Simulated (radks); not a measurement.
The mean radii <r> (bohr) of the occupied orbitals of an atom or ion are listed with their occupations. Method: scalar-relativistic Kohn-Sham, exchange-only LDA, spin-polarised, spherical densities, point nucleus; computed with a radial shooting solver on a logarithmic mesh with Libxc functionals.

| orbital | occ. | <r> |
|---|---|---|
| 1s up | 1 | 0.02276 |
| 1s down | 1 | 0.02276 |
| 2s up | 1 | 0.09698 |
| 2s down | 1 | 0.09698 |
| 2p up | 3 | 0.08541 |
| 2p down | 3 | 0.08541 |
| 3s up | 1 | 0.2527 |
| 3s down | 1 | 0.2527 |
| 3p up | 3 | 0.2504 |
| 3p down | 3 | 0.2503 |
| 3d up | 5 | 0.2270 |
| 3d down | 5 | 0.2269 |
| 4s up | 1 | 0.5263 |
| 4s down | 1 | 0.5263 |
| 4p up | 3 | 0.5408 |
| 4p down | 2 | 0.5409 |

Name the element and its charge. Open shells, if any, are filled with parallel spins first.

Answer. Z = 62, samarium, charge +27: Sm27+ in [Ar] 3d10 4s2 4p5. The 1s radius gives Z: for a bare nucleus <r> = (2 gamma + 1)/(2Z) with gamma = sqrt(1 - (Z/c)^2), 0.02245 bohr for Z = 62, and screening makes it slightly larger (0.02276 here). The occupations add up to 35, and the charge is Z minus that.
